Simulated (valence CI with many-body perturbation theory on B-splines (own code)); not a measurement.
## W³⁴⁺: E2, M1 decay

Computed by valence CI with perturbative core correlation (CI+MBPT): four valence electrons over a frozen Dirac-Fock core [Kr], radial functions for each j: 7 s, 7 p, 8 d, 6 f, 4 g, 1 h, with the one-electron correlation potential Σ1, the two-electron term Σ2, the three-electron term Σ3, Breit, model QED; selected CI, second order for the rest, scaled by the run's own slope (own B-spline code, finite nucleus).

The last digits are not significant, and no measured levels were compared; by estimate large intervals hold to a few tenths of a per cent, small ones and those within an open d or f shell to about a per cent. The list stops below the first excitations out of the core.

Lines 51 to 100 of 120 in falling wavelength, among levels below 1009800 cm⁻¹, chosen from the decays that carry over 1 % of a level's rate. Wavelengths and rates use the calculated energies. Electric multipoles are in the length gauge, E1 and E2 with the static RPA response of the core. S is in atomic units (e²a₀⁴ for E2 and M2, e²a₀⁶ for E3), for M1 in squared Bohr magnetons. Weak lines are less certain than strong ones. Lines between different terms over intervals too small for the method are left out, as are lines whose strength nearly cancels. The highest levels of a list are the least certain.

Levels are named by their leading jj configuration (3d3/2^4 stands for four electrons in 3d with j = 3/2), which in mixed levels can hold well under half, so a name can repeat and another be missing. Letters in brackets count levels of one name in rising energy.

```csv
λ vac (nm),Upper,Lower,Type,A (s⁻¹),S (a.u.)
68.55,(4d3/2^2 4d5/2^2) J=6,(4d3/2^3 4d5/2) J=4,E2,3.74e+00,6.57e-03
68.38,(4d3/2 4d5/2^3) J=2 [a],(4d3/2^2 4d5/2^2) J=2 [b],M1,2.35e+04,1.39e+00
68.35,(4d3/2^2 4d5/2^2) J=4 [b],(4d3/2^3 4d5/2) J=3,M1,9.22e+03,9.82e-01
68.14,(4d3/2 4d5/2^3) J=3 [a],(4d3/2^2 4d5/2^2) J=3 [a],M1,4.46e+04,3.66e+00
66.92,(4d3/2 4d5/2^3) J=4 [a],(4d3/2^2 4d5/2^2) J=4 [a],M1,7.33e+04,7.33e+00
66.74,(4d3/2^2 4d5/2^2) J=2 [b],(4d3/2^3 4d5/2) J=3,M1,1.91e+02,1.05e-02
66.61,(4d3/2 4d5/2^3) J=5,(4d3/2^2 4d5/2^2) J=5,M1,1.66e+04,2.00e+00
66.54,(4d3/2 4d5/2^3) J=4 [b],(4d3/2^2 4d5/2^2) J=4 [c],M1,2.12e+04,2.09e+00
66.37,(4d3/2^2 4d5/2^2) J=2 [a],(4d3/2^3 4d5/2) J=1,M1,6.59e+04,3.57e+00
66.24,(4d3/2 4d5/2^3) J=2 [a],(4d3/2^2 4d5/2^2) J=3 [b],M1,2.98e+04,1.60e+00
65.60,(4d3/2 4d5/2^3) J=3 [b],(4d3/2^2 4d5/2^2) J=2 [b],M1,1.33e+04,9.72e-01
65.51,(4d5/2^4) J=4,(4d3/2 4d5/2^3) J=5,M1,2.08e+04,1.95e+00
64.77,(4d3/2 4d5/2^3) J=6,(4d3/2^2 4d5/2^2) J=5,M1,2.81e+04,3.68e+00
64.63,(4d5/2^4) J=2,(4d3/2 4d5/2^3) J=3 [b],M1,1.39e+04,6.94e-01
64.36,(4d3/2 4d5/2^3) J=3 [a],(4d3/2^2 4d5/2^2) J=2 [a],M1,6.73e+04,4.65e+00
64.11,(4d3/2 4d5/2^3) J=3 [b],(4d3/2^2 4d5/2^2) J=4 [b],M1,9.75e+03,6.67e-01
64.01,(4d3/2 4d5/2^3) J=1 [b],(4d3/2^2 4d5/2^2) J=2 [c],M1,2.64e+04,7.70e-01
63.92,(4d3/2 4d5/2^3) J=3 [c],(4d3/2^2 4d5/2^2) J=2 [c],M1,1.84e+04,1.25e+00
63.79,(4d3/2^2 4d5/2^2) J=3 [b],(4d3/2^3 4d5/2) J=2,M1,1.28e+03,8.66e-02
63.63,(4d3/2 4d5/2^3) J=3 [b],(4d3/2^2 4d5/2^2) J=3 [b],M1,2.83e+04,1.89e+00
63.39,(4d3/2^3 4d5/2) J=2,(4d3/2^4) J=0,E2,2.38e+01,1.09e-02
63.18,(4d3/2^2 4d5/2^2) J=3 [b],(4d3/2^3 4d5/2) J=4,M1,2.63e+04,1.72e+00
62.71,(4d3/2^2 4d5/2^2) J=4 [b],(4d3/2^3 4d5/2) J=4,M1,3.48e+02,2.87e-02
62.14,(4d5/2^4) J=2,(4d3/2 4d5/2^3) J=2 [a],M1,4.33e+04,1.93e+00
61.93,(4d3/2^2 4d5/2^2) J=2 [b],(4d3/2^3 4d5/2) J=2,M1,1.01e+04,4.46e-01
60.71,(4d3/2 4d5/2^3) J=2 [a],(4d3/2^2 4d5/2^2) J=1,M1,1.46e+04,6.06e-01
58.95,(4d3/2 4d5/2^3) J=5,(4d3/2^2 4d5/2^2) J=4 [a],M1,9.48e+03,7.92e-01
58.68,(4d3/2 4d5/2^3) J=1 [a],(4d3/2^2 4d5/2^2) J=2 [a],M1,6.09e+04,1.37e+00
58.38,(4d5/2^4) J=4,(4d3/2 4d5/2^3) J=3 [a],M1,5.33e+04,3.54e+00
58.18,(4d3/2 4d5/2^3) J=2 [b],(4d3/2^2 4d5/2^2) J=2 [c],M1,2.76e+04,1.01e+00
57.85,(4d5/2^4) J=4,(4d3/2 4d5/2^3) J=4 [a],M1,7.99e+04,5.16e+00
56.86,(4d3/2 4d5/2^3) J=1 [a],(4d3/2^2 4d5/2^2) J=0 [a],M1,5.85e+04,1.20e+00
53.21,(4d3/2^2 4d5/2^2) J=2 [c],(4d3/2^3 4d5/2) J=3,M1,5.56e+04,1.55e+00
52.93,(4d5/2^4) J=2,(4d3/2 4d5/2^3) J=1 [a],M1,6.22e+04,1.71e+00
52.70,(4d3/2 4d5/2^3) J=2 [a],(4d3/2^2 4d5/2^2) J=3 [a],M1,2.91e+04,7.90e-01
51.46,(4d3/2 4d5/2^3) J=1 [b],(4d3/2^2 4d5/2^2) J=2 [b],M1,2.10e+03,3.18e-02
51.03,(4d3/2 4d5/2^3) J=3 [b],(4d3/2^2 4d5/2^2) J=3 [a],M1,8.68e+03,2.99e-01
50.49,(4d3/2 4d5/2^3) J=3 [c],(4d3/2^2 4d5/2^2) J=4 [b],M1,2.96e+03,9.89e-02
50.11,(4d3/2^2 4d5/2^2) J=2 [c],(4d3/2^3 4d5/2) J=2,M1,1.67e+04,3.89e-01
50.09,(4d3/2 4d5/2^3) J=0,(4d3/2^2 4d5/2^2) J=1,M1,4.24e+04,1.98e-01
50.05,(4d3/2^2 4d5/2^2) J=4 [c],(4d3/2^3 4d5/2) J=3,M1,1.80e+04,7.54e-01
49.95,(4d3/2 4d5/2^3) J=3 [b],(4d3/2^2 4d5/2^2) J=4 [a],M1,1.03e+04,3.32e-01
49.31,(4d3/2^2 4d5/2^2) J=2 [b],(4d3/2^3 4d5/2) J=1,M1,3.03e+03,6.74e-02
49.04,(4d5/2^4) J=2,(4d3/2 4d5/2^3) J=3 [a],M1,4.41e+04,9.64e-01
48.88,(4d3/2 4d5/2^3) J=3 [b],(4d3/2^2 4d5/2^2) J=2 [a],M1,1.87e+03,5.68e-02
48.79,(4d3/2 4d5/2^3) J=4 [b],(4d3/2^2 4d5/2^2) J=3 [b],M1,2.13e+04,8.26e-01
47.63,(4d3/2 4d5/2^3) J=2 [b],(4d3/2^2 4d5/2^2) J=2 [b],M1,2.34e+03,4.68e-02
47.00,(4d3/2 4d5/2^3) J=1 [b],(4d3/2^2 4d5/2^2) J=1,M1,1.36e+04,1.57e-01
46.58,(4d3/2 4d5/2^3) J=2 [b],(4d3/2^2 4d5/2^2) J=3 [b],M1,7.46e+03,1.40e-01
44.53,(4d5/2^4) J=4,(4d3/2^2 4d5/2^2) J=4 [c],M1,5.38e+03,1.58e-01
```
